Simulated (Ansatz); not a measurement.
`C[SiH2][Al]([F])[F]` → `[F][AlH][F]` + `C[SiH]`  (silylene formation by 1,1-elimination)

Computed with Ansatz on PBE0-D4/def2-TZVP structures; ΔE is electronic, products minus reactants. CBS: MP2 limit from def2 TZ/QZ plus the TZ coupled-cluster correction, frozen cores. This one scheme is used for every species. One conformer a species, not always the lowest.

`C[SiH2][Al]([F])[F]`:

Z-matrix (Å, degrees):
```
C
Si 1 1.877
H 1 1.092 2 110.9
H 1 1.092 2 110.9 3 119.9
H 1 1.092 2 110.4 3 -120.1
Al 2 2.436 1 112.5 3 -59.7
H 2 1.491 1 110.6 3 61.1
H 2 1.491 1 110.6 3 179.3
F 6 1.645 2 122.3 1 -178.1
F 6 1.647 2 121.3 1 2.0
```

`[F][AlH][F]`:

Z-matrix (Å, degrees):
```
Al
F 1 1.639
F 1 1.639 2 118.0
H 1 1.559 2 121.0 3 180.0
```

`C[SiH]`:

Cartesian coordinates in Å:
```
C 0.279 -0.163 -0.419
Si -1.327 0.551 0.283
H 1.121 0.488 -0.152
H 0.263 -0.300 -1.501
H 0.491 -1.128 0.060
H -0.826 0.553 1.729
```

| species | CCSD(T)/CBS(def2) energy (Eh) |
| --- | --- |
| `C[SiH2][Al]([F])[F]` | -771.91015 |
| `[F][AlH][F]` | -442.35155 |
| `C[SiH]` | -329.46712 |

(1) Work out ΔE.

Largest T1 diagnostic among the species: 0.013.

Results:

(1) ΔE = (-442.35155) + (-329.46712) − (-771.91015) = 0.09148 Eh = +240.2 kJ/mol.

In def2-TZVPP, CCSD(T) changes the Hartree–Fock value by +15.7 kJ/mol (the triples alone add +3.8 kJ/mol) and MP2 by +26.4 kJ/mol. The D4 term adds +10.3 kJ/mol with B3LYP and +5.9 kJ/mol with PBE0; it sums over pairs of atoms, weighted by their polarisabilities, and B3LYP, whose exchange is more repulsive, gets the larger term.

B3LYP here is the variant with VWN-RPA as its local correlation; programs differ in this.
